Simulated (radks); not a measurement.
Problem. Excited configurations of Cr XX: one electron is placed in a higher orbital outside [He] 2s2. The ground configuration is [He] 2s2 2p1. All-electron calculation, non-relativistic Kohn-Sham, PBEsol, spin-polarised, spherical densities, point nucleus; open shells are filled with parallel spins first. Program: a radial shooting solver on a logarithmic mesh with Libxc functionals. Excitation = E - E(ground); binding = E(ion) - E, where the ion is the core of charge +20; n* = 20/sqrt(2 binding) in atomic units, and the quantum defect is n - n*.

outer orbital  excitation (eV)  binding (eV)     n*  quantum defect  eigenvalue (eV)  <r> (bohr)
3s                      829.51        653.97  2.885           0.115          -639.38      0.6268
4p                      1128.7        354.75  3.917           0.083          -346.55       1.105
4d                      1135.3        348.17  3.954           0.046          -339.28       1.026
4f                      1142.2        341.29  3.993           0.007          -331.16      0.8942
5f                      1263.8        219.72  4.977           0.023          -213.96       1.561
6p                      1327.2        156.28  5.901           0.099          -153.07       2.572
6d                      1329.0        154.44  5.936           0.064          -151.10       2.503
6f                      1330.5        153.03  5.964           0.036          -149.40       2.377
7f                      1370.9        112.61  6.952           0.048          -110.13       3.340

Estimate the row for 5d.

Solution. excitation (eV) 1260.9; binding (eV) 222.57; n* 4.945; quantum defect 0.055; eigenvalue (eV) -217.48; <r> (bohr) 1.690. The Delta-SCF ionisation energy is 1483.5 eV (NIST Atomic Spectra Database: 1495 eV, semi-empirical). Self-interaction in the functional shifts the binding energies and quantum defects, so they are the method's values and not measured ones. Open shells are spherical and high-spin; term and fine-structure splittings are not resolved.
